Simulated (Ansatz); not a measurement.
A nudged elastic band was laid between two geometries of BCl₂HSi (5 atoms, charge 0, multiplicity 1).

Computed with RKS PBE-D4/def2-SVP in Ansatz.

| Quantity | Value |
| --- | --- |
| movable images | 5 |
| climbing image | yes |
| spring | 5.0 eV/Å² |
| optimiser | quadratic models (default) |
| start path | IDPP |
| force threshold | 0.05 eV/Å |
| iteration limit | 60 |
| end points | relaxed |

Image 0:

```xyz
5
Properties=species:S:1:pos:R:3
B -0.416 1.249 -0.034
Si 0.334 -0.504 -0.171
Cl 1.447 -1.105 1.481
Cl -1.016 -1.985 -0.730
H -0.349 2.345 -0.546
```

Image 6:

```xyz
5
Properties=species:S:1:pos:R:3
B 0.351 0.997 -0.788
Si -0.310 -0.291 0.462
Cl 1.103 -0.992 1.819
Cl -1.360 -1.872 -0.392
H 0.216 2.158 -1.102
```

Question: What changes between the two ends?

Answer: No bond is made or broken. The dihedral H5–B1–Si2–Cl4 changes from -115 to 115° by way of a nearly straight angle H5–B1–Si2 (up to 180°), not by a turn about the bond. The two ends are copies of one structure, up to a mirror image or an exchange of like atoms.

Question: What energy profile does the band end with?

Answer: The forces met the threshold. The highest image is number 3 of 0 to 6, 0.146 eV above the ends, which have the same energy within 2 meV. A vibrational analysis at the climbing image gives one clearly imaginary mode, 199i cm⁻¹: a first-order saddle point.

| image | path coordinate (Å) | energy (eV) | angle H5–B1–Si2 (°) |
| --- | --- | --- | --- |
| 0 | 0.00 | 0.000 | 141 |
| 1 | 0.17 | 0.041 | 153 |
| 2 | 0.34 | 0.113 | 166 |
| 3 | 0.51 | 0.146 | 180 |
| 4 | 0.68 | 0.113 | 166 |
| 5 | 0.85 | 0.041 | 153 |
| 6 | 1.02 | 0.000 | 141 |

Question: What is the geometry of the highest image?

Answer: 
```xyz
5
Properties=species:S:1:pos:R:3
B -0.039 1.230 -0.447
Si 0.016 -0.488 0.177
Cl 1.287 -1.107 1.673
Cl -1.188 -1.992 -0.549
H -0.075 2.356 -0.855
```

Question: What are the harmonic wavenumbers there?

Answer: 199i, 137, 167, 381, 466, 590, 688, 932, 2733 cm⁻¹.

Time of the run: 42 s on 1 thread of Arm Neoverse V1, with other jobs on the host, peak memory 0.12 GiB.
